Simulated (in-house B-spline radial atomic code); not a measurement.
Values are calculated unless marked as measured or tabulated.
Correlation energy from the adiabatic connection: ω²r²/2 − Z/r, ω = 0.0629, Z = 3

Two electrons in a singlet, external potential ω²r²/2 − Z/r, ω = 0.0629, Z = 3 (atomic units). Full CI in B-splines (partial waves to l = 8, correlation up to 0.6 % small) with the density held fixed gives W(λ) = <V_ee>_λ − U, and E_c is the integral of W(λ) − W(0) from 0 to 1.

| λ | W(λ) − W(0) (hartree) |
| --- | --- |
| 0 | 0.00000 |
| 0.02 | -0.00189 |
| 0.05 | -0.00471 |
| 0.12 | -0.01118 |
| 0.25 | -0.02289 |
| 0.4 | -0.03590 |
| 0.6 | -0.05246 |
| 0.8 | -0.06818 |
| 1 | -0.08313 |

Task: Integrate the table by the trapezoid rule.

Result: The strips give -0.00002, -0.00010, -0.00056, -0.00221, -0.00441, -0.00884, -0.01206, -0.01513, which sum to -0.04333 hartree. The direct value, W(1) − W(0) + T_c with T_c = 0.03974, is -0.04338; the curve is convex, so chords lie above it and the trapezoids fall short in size by 0.12 %.

Task: Now use only three numbers: W(0) = -1.6516, the initial slope W'(0) = -0.0948 (extrapolated from the first points) and the strong-coupling limit of the point-charge-plus-continuum model, W∞ = -2.3504. What do second-order theory and the interpolation W(λ) = W∞ + (W(0) − W∞)/√(1 + 2χλ) of Seidl, Perdew and Levy give?

Result: Second order keeps the slope alone: E_c = W'(0)/2 = -0.04740, +9 % in size against -0.04338. Matching the slope fixes χ = W'(0)/(W∞ − W(0)) = -0.0948/(-0.69880) = 0.13566. Integrating, with s = √(1 + 2χ) = 1.127529, E_c = −(W(0) − W∞)(s − 1)/(s + 1) = −0.69880 × 0.127529/2.127529 = -0.04189 hartree, -3.4 % in size against the full result. At λ = 1 the formula gives W − W(0) = -0.07904 against -0.08313. Part of the miss can come from the model's W∞.
